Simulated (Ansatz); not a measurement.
Reaction (substitution at a C–C bond): `C#CCC[SiH3]` + H₂Se → `C#CC[SeH]` + `C[SiH3]`

Isolated molecules relaxed with PBE0-D4/def2-TZVP in Ansatz; ΔE leaves out vibrations. CBS: MP2 limit from def2 TZ/QZ plus the TZ coupled-cluster correction, frozen cores. This one scheme is used for every species. Functionals use def2-TZVPP. B3LYP here is the variant with VWN-RPA as its local correlation; programs differ in this. For Se outer-core shells are correlated without core-valence functions, which leaves a few kJ/mol of doubt a bond. Scalar relativity is left out up to krypton. Each species was taken in one conformer, which may not be the lowest.

```json
{"level": "PBE-D4", "ΔE (kJ/mol)": "-1.5", "difference from CCSD(T)/CBS": "-4.0"}
{"level": "r2SCAN-D4", "ΔE (kJ/mol)": "-0.2", "difference from CCSD(T)/CBS": "-2.7"}
{"level": "PBE0-D4", "ΔE (kJ/mol)": "1.7", "difference from CCSD(T)/CBS": "-0.8"}
{"level": "B3LYP-D4", "ΔE (kJ/mol)": "-1.7", "difference from CCSD(T)/CBS": "-4.2"}
{"level": "ωB97X-V", "ΔE (kJ/mol)": "3.8", "difference from CCSD(T)/CBS": "1.3"}
{"level": "ωB97M-V", "ΔE (kJ/mol)": "2.8", "difference from CCSD(T)/CBS": "0.3"}
{"level": "B2PLYP", "ΔE (kJ/mol)": "-2.4", "difference from CCSD(T)/CBS": "-4.9"}
{"level": "PBE", "ΔE (kJ/mol)": "-2.9", "difference from CCSD(T)/CBS": "-5.4"}
{"level": "r2SCAN", "ΔE (kJ/mol)": "-1.0", "difference from CCSD(T)/CBS": "-3.5"}
{"level": "PBE0", "ΔE (kJ/mol)": "0.4", "difference from CCSD(T)/CBS": "-2.1"}
{"level": "B3LYP", "ΔE (kJ/mol)": "-3.3", "difference from CCSD(T)/CBS": "-5.8"}
{"level": "HF/def2-TZVPP", "ΔE (kJ/mol)": "3.4", "difference from CCSD(T)/CBS": "0.9"}
{"level": "MP2/def2-TZVPP", "ΔE (kJ/mol)": "-2.2", "difference from CCSD(T)/CBS": "-4.7"}
{"level": "SCS-MP2/def2-TZVPP", "ΔE (kJ/mol)": "-1.9", "difference from CCSD(T)/CBS": "-4.4"}
{"level": "CCSD/def2-TZVPP", "ΔE (kJ/mol)": "2.4", "difference from CCSD(T)/CBS": "-0.1"}
{"level": "CCSD(T)/def2-TZVPP", "ΔE (kJ/mol)": "1.5", "difference from CCSD(T)/CBS": "-1.0"}
{"level": "HF/def2-QZVPP", "ΔE (kJ/mol)": "3.6", "difference from CCSD(T)/CBS": "1.1"}
{"level": "MP2/def2-QZVPP", "ΔE (kJ/mol)": "-1.5", "difference from CCSD(T)/CBS": "-4.0"}
{"level": "SCS-MP2/def2-QZVPP", "ΔE (kJ/mol)": "-1.2", "difference from CCSD(T)/CBS": "-3.7"}
{"level": "HF/CBS(def2)", "ΔE (kJ/mol)": "3.6", "difference from CCSD(T)/CBS": "1.1"}
{"level": "MP2/CBS(def2)", "ΔE (kJ/mol)": "-1.2", "difference from CCSD(T)/CBS": "-3.7"}
{"level": "CCSD/CBS(def2)", "ΔE (kJ/mol)": "3.4", "difference from CCSD(T)/CBS": "0.9"}
{"level": "CCSD(T)/CBS", "ΔE (kJ/mol)": "2.5", "difference from CCSD(T)/CBS": "0"}
```

Largest T1 diagnostic among the species: 0.011.

From PBE to PBE0 (25 % exact exchange), in def2-TZVPP and without D4, ΔE moves by +3.3 kJ/mol.
